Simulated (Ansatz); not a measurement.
Geometry optimisation, Ansatz, RKS B3LYP/def2-SVP.

input.yaml

```yaml
crystal:
  periodic: [false, false, false]
  atoms:
    - { symbol: C, position_ang: [-0.1535, -1.821, 1.4096] }
    - { symbol: "N", position_ang: [-0.8964, -1.4517, 0.3506] }
    - { symbol: C, position_ang: [-0.666, -0.2785, -0.4457] }
    - { symbol: O, position_ang: [-1.2877, -0.0369, -1.4364] }
    - { symbol: O, position_ang: [0.4168, 0.577, -0.101] }
    - { symbol: B, position_ang: [0.7983, 1.8511, -0.8083] }
    - { symbol: Cl, position_ang: [-0.0536, 2.4487, -2.3118] }
    - { symbol: H, position_ang: [-0.415, -2.6578, 1.937] }
    - { symbol: H, position_ang: [0.6303, -1.1524, 1.7849] }
    - { symbol: H, position_ang: [1.7099, 2.4705, -0.3758] }
basis:
  gaussian: { orbitals: def2-SVP }
hamiltonian:
  xc: b3lyp
relax:
  f_tol: 0.02
  max_steps: 50
output:
  orbitals: {}
```

Run as:

```bash
$ ansatz run input.yaml --threads 2 --pin off --max-ram 3072MiB --backend cpu --events-out ev --progress --plain --runs-dir out
```

Problem. Where does it end, and by what steps?

Solution. The run converged. After 29 steps the energy has fallen by 1.078 eV; H9 moved furthest, 1.63 Å.

```json
{"step": "0", "energy less start (eV)": "0.0000", "largest force component (eV/Å)": "5.005", "accepted": "yes"}
{"step": "2", "energy less start (eV)": "-0.8377", "largest force component (eV/Å)": "0.753", "accepted": "yes"}
{"step": "4", "energy less start (eV)": "-0.8695", "largest force component (eV/Å)": "0.957", "accepted": "no"}
{"step": "6", "energy less start (eV)": "-0.9065", "largest force component (eV/Å)": "0.126", "accepted": "yes"}
{"step": "8", "energy less start (eV)": "-0.9250", "largest force component (eV/Å)": "0.483", "accepted": "yes"}
{"step": "10", "energy less start (eV)": "-0.9788", "largest force component (eV/Å)": "0.340", "accepted": "yes"}
{"step": "12", "energy less start (eV)": "-0.9849", "largest force component (eV/Å)": "0.840", "accepted": "no"}
{"step": "14", "energy less start (eV)": "-1.0206", "largest force component (eV/Å)": "0.467", "accepted": "yes"}
{"step": "16", "energy less start (eV)": "-1.0374", "largest force component (eV/Å)": "0.539", "accepted": "yes"}
{"step": "18", "energy less start (eV)": "-1.0585", "largest force component (eV/Å)": "0.183", "accepted": "yes"}
{"step": "20", "energy less start (eV)": "-1.0665", "largest force component (eV/Å)": "0.710", "accepted": "no"}
{"step": "22", "energy less start (eV)": "-1.0767", "largest force component (eV/Å)": "0.054", "accepted": "yes"}
{"step": "24", "energy less start (eV)": "-1.0774", "largest force component (eV/Å)": "0.089", "accepted": "yes"}
{"step": "26", "energy less start (eV)": "-1.0779", "largest force component (eV/Å)": "0.062", "accepted": "yes"}
{"step": "28", "energy less start (eV)": "-1.0778", "largest force component (eV/Å)": "0.047", "accepted": "no"}
{"step": "29", "energy less start (eV)": "-1.0780", "largest force component (eV/Å)": "0.007", "accepted": "yes"}
```

```xyz
10
Properties=species:S:1:pos:R:3
C -0.371 -1.808 1.349
N -0.685 -0.696 0.833
C -0.183 -0.272 -0.392
O -0.456 -0.729 -1.463
O 0.660 0.796 -0.208
B 0.665 2.004 -0.833
Cl -0.683 2.561 -1.813
H -0.851 -2.120 2.287
H 0.369 -2.498 0.904
H 1.617 2.712 -0.661
```

Whether the end is a true minimum wasn't checked by a vibrational analysis.

Time of the run: 93 s on 2 threads of Arm Neoverse V2 (shared host), peak memory 0.28 GiB.
